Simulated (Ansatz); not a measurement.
Si5W4. The state is a quintet with charge 0. Geometry PBE-D4/def2-SVP; atoms count from 1.

```
atom   x (Å)   y (Å)   z (Å)
  W1  -1.965  -0.872   1.321
  W2  -0.207   0.648   1.950
  W3   0.352  -1.620   1.132
  W4  -1.072  -1.014  -1.000
 Si5   2.112   0.382   0.935
 Si6  -1.690   1.282  -0.028
 Si7   1.497  -0.831  -1.080
 Si8   0.284   0.404  -2.638
 Si9   0.691   1.621  -0.592
```

In the def2 sets W takes a core potential; there is no spin–orbit coupling. At PBE0-D4/def2-TZVP a singlet of charge 0 lies 0.12 eV below the quintet, each at its own geometry. The structure comes from a short search, and lower isomers may exist.

**Question.** Estimate the Mulliken populations from the PBE0/def2-TZVP orbitals of Ansatz.

**Answer.** 
| atom | charge (e) | spin (α − β) | d electrons |
| --- | --- | --- | --- |
| W1 | 0.02 | 0.39 | 4.63 |
| W2 | 0.28 | 1.02 | 4.53 |
| W3 | 0.21 | 0.93 | 4.52 |
| W4 | 0.28 | 1.50 | 4.48 |
| Si5 | -0.27 | 0.26 | – |
| Si6 | -0.22 | -0.21 | – |
| Si7 | -0.17 | 0.01 | – |
| Si8 | -0.14 | 0.15 | – |
| Si9 | 0.02 | -0.05 | – |
Mulliken values depend strongly on the basis.

**Question.** Where does the spin sit?

**Answer.** Summed by element: W 3.84, Si 0.16, of 4 unpaired in all. Largest on single atoms: W4 1.50, W2 1.02, W3 0.93.

**Question.** And the Mayer bond orders between heavy atoms (over 0.3)?

**Answer.** W1–W2 1.77 (2.41 Å); W1–W3 1.71 (2.44 Å); W1–W4 1.50 (2.49 Å); W1–Si6 0.88 (2.56 Å); W2–W3 1.56 (2.48 Å); W2–Si5 0.86 (2.55 Å); W2–Si6 0.88 (2.55 Å); W2–Si9 0.41 (2.87 Å); W3–W4 1.14 (2.63 Å); W3–Si5 0.64 (2.67 Å); W3–Si7 0.69 (2.61 Å); W4–Si6 0.85 (2.57 Å); W4–Si7 0.71 (2.58 Å); W4–Si8 0.89 (2.56 Å); Si5–Si7 0.72 (2.43 Å); Si5–Si9 0.76 (2.43 Å); Si6–Si9 0.68 (2.47 Å); Si7–Si8 0.95 (2.33 Å); Si7–Si9 0.43 (2.63 Å); Si8–Si9 0.78 (2.42 Å).
